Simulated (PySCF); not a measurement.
V⁺ (vanadium, charge +1): BP86 calculation

Configuration: [Ar] 3d4, high-spin 5D determinant. Calculation: PySCF 2.14, in Sapporo-DKH3-DZP-2012; scalar relativity by spin-free X2C-1e.

```json
{"Total energy": "-949.049 hartree", "One-electron energy": "-1298.475 hartree", "Hartree (Coulomb) energy": "395.199 hartree", "Exchange-correlation energy": "-45.773 hartree", "⟨S²⟩": "6.0002", "⟨L²⟩": "6.014", "Sum of ⟨r⟩": "16.58 bohr", "Sum of ⟨r²⟩": "22.97 bohr²", "Traceless quadrupole moment −½Σ⟨3z² − r²⟩ along its main axis": "-0.734 e·bohr²", "Langevin diamagnetic susceptibility": "-18.2 ×10⁻⁶ cm³/mol", "Time after the integrals": "1 s of wall time on 1 thread of Neoverse-V2 (shared host)"}
```

```
shell  electrons  mean orbital energy (eV)  spread (eV)  rms radius, mean of both spins (bohr)
 1s β          1                   -5366.3            0                                 0.0768
 1s α          1                   -5366.3            0                                 0.0768
 2s α          1                   -605.02            0                                  0.335
 2s β          1                   -603.99            0                                  0.335
 2p α          3                   -505.64        0.379                                  0.304
 2p β          3                   -504.84        0.586                                  0.304
 3s α          1                   -74.086            0                                   1.03
 3s β          1                   -70.898            0                                   1.03
 3p α          3                   -48.124        0.557                                   1.12
 3p β          3                   -44.942        1.383                                   1.12
 3d α          4                    -9.962        0.887                                   1.77
```

Densities and radii are taken from the X2C orbitals without a picture-change correction, which distorts them close to the nucleus.
